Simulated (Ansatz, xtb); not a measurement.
## C2H7AlFN: where a starting geometry ends

The starting geometry of this gas-phase singlet was built from a drawn formula by distance geometry and a force field; its bonds are those of `N[CH2][AlH][CH2]F`.

```yaml
atoms:
  - { symbol: C, position_ang: [-0.4927, -0.7755, -0.9603] }
  - { symbol: C, position_ang: [2.4377, 0.5083, 0.2798] }
  - { symbol: Al, position_ang: [0.4732, 0.7594, -0.1775] }
  - { symbol: F, position_ang: [2.5485, 0.8365, 1.6347] }
  - { symbol: N, position_ang: [0.1551, -1.2534, -2.2095] }
  - { symbol: H, position_ang: [-0.4501, -2.0151, -2.5543] }
  - { symbol: H, position_ang: [1.0512, -1.6908, -1.9744] }
  - { symbol: H, position_ang: [-1.5339, -0.5170, -1.1364] }
  - { symbol: H, position_ang: [-0.5067, -1.6440, -0.2086] }
  - { symbol: H, position_ang: [-0.2515, 2.1366, 0.0499] }
  - { symbol: H, position_ang: [2.7485, -0.4701, 0.0873] }
  - { symbol: H, position_ang: [3.0115, 1.2365, -0.2896] }
```

Task: Where would you expect an optimisation with r2SCAN-D4/def2-SVP to take it?

Result: A new bond forms, giving a structure given below by its coordinates. Contacts that close: Al3–N5 (2.88 → 2.02 Å).

The energy falls by 0.86 eV over 18 steps:

| step | E − E(last) (eV) |
| --- | --- |
| 1 | 0.862 |
| 3 | 0.571 |
| 5 | 0.427 |
| 7 | 0.163 |
| 9 | 0.044 |
| 10 | 0.023 |
| 12 | 0.005 |
| 14 | 0.001 |
| 16 | 0.000 |
| 18 | 0.000 |

Final geometry (Å):

```xyz
12

C    -0.5625   -1.0066   -0.5410
C     2.3775    0.4236    0.2705
Al    0.5618    0.5969   -0.5209
F     2.2425    0.8546    1.6135
N     0.1916   -0.8668   -1.8679
H    -0.4188   -0.7140   -2.6704
H     0.8074   -1.6504   -2.0842
H    -1.6472   -1.0095   -0.7104
H    -0.2605   -1.9321   -0.0327
H    -0.0401    1.9854   -1.0090
H     2.7715   -0.6125    0.2906
H     3.1676    1.0424   -0.1971
```

From the same start GFN2-xTB ends elsewhere, differing in Al3–F4 (1.94 against 2.73 Å here).

No frequencies were run, so the end isn't proven a minimum. Run with Ansatz 0.2.0, 99 s on 2 threads of AMD EPYC (Zen 3) (shared host).
